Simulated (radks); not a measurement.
Question: These are the eigenvalues of the occupied orbitals of an atom or ion with whole-number occupations (Ry). All-electron calculation, Dirac Kohn-Sham, PBE, spin-unpolarised, spherical densities, finite nucleus; Fermi nuclear charge, rms radius of each element as measured or else 0.836 A^(1/3) + 0.57 fm. Program: a radial shooting solver on a logarithmic mesh with Libxc functionals.

| orbital | eigenvalue |
|---|---|
| 1s1/2 | -1611.580 |
| 2s1/2 | -231.7445 |
| 2p1/2 | -214.1430 |
| 2p3/2 | -204.5203 |
| 3s1/2 | -40.89596 |
| 3p1/2 | -34.06704 |
| 3p3/2 | -32.43442 |
| 3d3/2 | -20.34842 |
| 3d5/2 | -20.03037 |
| 4s1/2 | -5.71647 |
| 4p1/2 | -3.68818 |
| 4p3/2 | -3.44028 |
| 4d3/2 | -0.50173 |
| 4d5/2 | -0.47774 |
| 5p1/2 | -0.12883 |

Which element is it, and in what charge state? The configuration may be excited. Open shells, if any, fill j = l - 1/2 first.

Answer: Z = 44, ruthenium, charge 0: Ru in [Kr] 4d7 5p1. The list shows which subshells hold electrons but not how many an open one holds; the 1s level, -805.79 hartree, gives Z - s = 40.1 by -(Z - s)^2/2, which with screening and relativity narrows Z to a few neighbours, and the depths of the outer levels then fix element, charge and occupations together.
